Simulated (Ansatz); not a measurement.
`BC(F)CC` + `O=C=[N][AlH2]` → `BN=C=O` + `CC[CH](F)[AlH2]`  (redistribution)

Gas-phase electronic energies from Ansatz, PBE0-D4/def2-TZVP geometries. CCSD(T)/CBS is the MP2 limit (def2-TZVPP, def2-QZVPP) plus CCSD(T) − MP2 in def2-TZVPP, frozen cores. Functionals use def2-TZVPP. Each species was taken in one conformer, which may not be the lowest.

`BC(F)CC`:

Cartesian coordinates in Å:
```
B -0.832 1.451 0.742
C -0.989 0.229 -0.206
F -2.281 -0.305 -0.177
C 0.004 -0.914 0.001
C 1.433 -0.549 -0.358
H -1.756 1.861 1.375
H 0.230 1.996 0.808
H -0.836 0.618 -1.231
H -0.053 -1.264 1.036
H -0.339 -1.744 -0.624
H 1.506 -0.210 -1.395
H 1.826 0.246 0.278
H 2.087 -1.416 -0.248
```

`O=C=[N][AlH2]`:

Cartesian coordinates in Å:
```
O -2.776 0.135 0.812
C -1.659 0.080 0.483
N -0.514 0.024 0.146
Al 1.184 -0.057 -0.346
H 1.494 -0.524 -1.818
H 2.271 0.342 0.723
```

`BN=C=O`:

Cartesian coordinates in Å:
```
B 0.132 -0.635 -0.871
N 0.151 0.319 0.159
C -0.148 0.886 1.169
O -0.386 1.486 2.135
H -0.666 -1.525 -0.828
H 0.917 -0.531 -1.764
```

`CC[CH](F)[AlH2]`:

```xyz
13

C    -1.022    1.566   -0.474
C     0.091    0.528   -0.486
C    -0.108   -0.584    0.528
F    -1.324   -1.244    0.250
Al    1.369   -1.914    0.594
H    -0.856    2.335   -1.232
H    -1.082    2.059    0.500
H    -1.987    1.097   -0.673
H     1.053    1.009   -0.270
H     0.180    0.098   -1.491
H    -0.242   -0.119    1.518
H     2.798   -1.410    1.076
H     1.130   -3.419    0.160
```

CCSD(T)/CBS gives +63.4 kJ/mol.

Problem. Another level gave +66.1 kJ/mol. Which?
A. B2PLYP/def2-TZVPP
B. PBE0-D4/def2-TZVPP
C. SCS-MP2/def2-TZVPP
D. PBE-D4/def2-TZVPP

Solution. C. SCS-MP2/def2-TZVPP 66.1, PBE0-D4 55.2, PBE-D4 46.1, B2PLYP 60.3 kJ/mol.

Largest T1 diagnostic among the species: 0.017.

From PBE to PBE0 (25 % exact exchange), in def2-TZVPP and without D4, ΔE moves by +9.2 kJ/mol. In def2-TZVPP, CCSD(T) changes the Hartree–Fock value by −13.1 kJ/mol (the triples alone add −3.3 kJ/mol) and MP2 by −11.8 kJ/mol.
